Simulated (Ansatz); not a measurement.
Ideal-gas functions of `O=C1O[SiH2]1` at 600 K and 1 bar, from an Ansatz frequency run at PBE0-D4/def2-TZVP.

Molar mass 74.11 g/mol, point group Cs (symmetry number 1), electronic degeneracy 1, moments of inertia 24.865, 106.59, 125.343 u Å². Harmonic wavenumbers (cm⁻¹, unscaled): 361, 437, 526, 593, 646, 758, 777, 964, 1087, 1948, 2257, 2281.

Use S(trans) = R[1.5 ln M + 2.5 ln T − 1.1517]; rotational temperatures θ = 24.2544 K / I; S(rot) = R[ln(√π/σ · √(T³/θAθBθC)) + 1.5]; for each mode x = 1.438777 ν̃/T, S = R[x/(eˣ − 1) − ln(1 − e⁻ˣ)] and H = RT x/(eˣ − 1); 1 cm⁻¹ = 0.0119627 kJ/mol; R = 8.31446 J/(mol·K).

Q: By hand: the entropy, in J/(mol·K).

A: Translation 177.1. Rotation: θ = 0.9754, 0.2275, 0.1935 K, giving 110.1. Vibration, mode by mode: 9.77, 8.30, 6.91, 6.05, 5.46, 4.40, 4.25, 2.98, 2.36, 0.45, 0.24, 0.23, in all 51.4. Electronic 0.0. Sum 338.6 J/(mol·K).

Q: By hand: H − E and G − E in kJ/mol, counted from the electronic energy.

A: Zero-point energy ½ × 12635 × 0.0119627 = 75.6; thermal vibration 19.0; translation, rotation and pV give 4 RT = 20.0. H − E = 114.6 kJ/mol, and G − E = 114.6 − 600 × 338.6/1000 = -88.6 kJ/mol.

Vibration gives 15 % of the entropy.
